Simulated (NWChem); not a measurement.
## Correlation energy of OPb

```xyz
2

Pb     0.0000     0.0000     0.1746
O      0.0000     0.0000    -1.7900
```
Charge 0, spin multiplicity 1.

The numbers come from NWChem runs, not from measurements. Structure: optimised with PBE/def2-SVP with def2 effective core potentials on Pb, a minimum by its harmonic frequencies.

Basis set: def2-SVP. Each correlation energy counts from its own Hartree-Fock reference.

```json
[
 {"method": "CCSD(T)", "correlation energy (mHa)": "-331.2", "difference from CCSD(T)": "0.0"},
 {"method": "CCSD+T(CCSD)", "correlation energy (mHa)": "-343.6", "difference from CCSD(T)": "-12.5"},
 {"method": "MP2", "correlation energy (mHa)": "-323.8", "difference from CCSD(T)": "+7.4"},
 {"method": "CR-CCSD(T)", "correlation energy (mHa)": "-325.3", "difference from CCSD(T)": "+5.9"},
 {"method": "SCS-MP2", "correlation energy (mHa)": "-307.8", "difference from CCSD(T)": "+23.4"},
 {"method": "CR-CCSD[T]", "correlation energy (mHa)": "-333.8", "difference from CCSD(T)": "-2.6"},
 {"method": "CCSD", "correlation energy (mHa)": "-308.7", "difference from CCSD(T)": "+22.5"}
]
```

The values span 35.9 mHa, from CCSD+T(CCSD) (lowest) to SCS-MP2 (highest). 

Effective core potentials replace the inner electrons of Pb; spin-orbit coupling is left out. The correlated methods keep 5 core orbitals frozen. The structure started from a generated list of species. Coupled-cluster values serve here as a point of comparison, not as the truth.
